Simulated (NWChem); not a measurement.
System: C2H5ClTe; SMILES C([Te]Cl)C

```xyz
9

Te    -0.7133     0.1227    -0.0442
Cl     1.2005     1.5387     0.0463
C      0.3730    -1.6420     0.5712
C      1.4712    -2.0589    -0.3820
H     -0.4177    -2.4050     0.6709
H      0.7517    -1.4232     1.5798
H      2.2148    -1.2560    -0.4955
H      1.0759    -2.2987    -1.3801
H      1.9930    -2.9502     0.0044
```
Atoms are numbered in this order, from 1.

Computed with NWChem. Medium grid unless said otherwise, to which SCAN and Minnesota functionals are sensitive. Geometry: optimised at PBE0/def2-SVP. def2 effective core potentials on Te; no spin-orbit coupling. Total energies of different functionals are on different scales.

```json
[
 {"level": "B3LYP/def2-SVP", "energy (Ha)": "-807.3494", "highest occupied level (eV)": "-5.81", "orbital gap (eV)": "3.45", "dipole (D)": "2.57", "relative time": "3"},
 {"level": "PBE/def2-SVP", "energy (Ha)": "-806.9355", "highest occupied level (eV)": "-4.93", "orbital gap (eV)": "1.92", "dipole (D)": "2.48", "relative time": "3"},
 {"level": "LRC-wPBEh/def2-SVP", "energy (Ha)": "-807.0390", "highest occupied level (eV)": "-7.92", "orbital gap (eV)": "7.38", "dipole (D)": "2.74", "relative time": "7"},
 {"level": "PW6B95/def2-SVP", "energy (Ha)": "-807.8665", "highest occupied level (eV)": "-6.12", "orbital gap (eV)": "4.02", "dipole (D)": "2.65", "relative time": "2"},
 {"level": "LDA (Slater exchange, VWN5)/def2-SVP", "energy (Ha)": "-804.6227", "highest occupied level (eV)": "-5.04", "orbital gap (eV)": "1.83", "dipole (D)": "2.47", "relative time": "2"},
 {"level": "BP86/def2-SVP", "energy (Ha)": "-807.4191", "highest occupied level (eV)": "-5.04", "orbital gap (eV)": "1.91", "dipole (D)": "2.50", "relative time": "2"},
 {"level": "B97-2/def2-SVP", "energy (Ha)": "-807.5405", "highest occupied level (eV)": "-5.85", "orbital gap (eV)": "3.58", "dipole (D)": "2.71", "relative time": "2"},
 {"level": "MN15/def2-SVP", "energy (Ha)": "-806.3552", "highest occupied level (eV)": "-6.61", "orbital gap (eV)": "5.00", "dipole (D)": "2.74", "relative time": "2"},
 {"level": "Hartree-Fock/def2-SVP", "energy (Ha)": "-804.9434", "highest occupied level (eV)": "-8.53", "orbital gap (eV)": "9.78", "dipole (D)": "3.09", "relative time": "1"},
 {"level": "CAM-B3LYP/def2-SVP", "energy (Ha)": "-807.1989", "highest occupied level (eV)": "-7.30", "orbital gap (eV)": "6.24", "dipole (D)": "2.66", "relative time": "4"}
]
```

The last column is a rough cost ratio, cheapest run = 1.
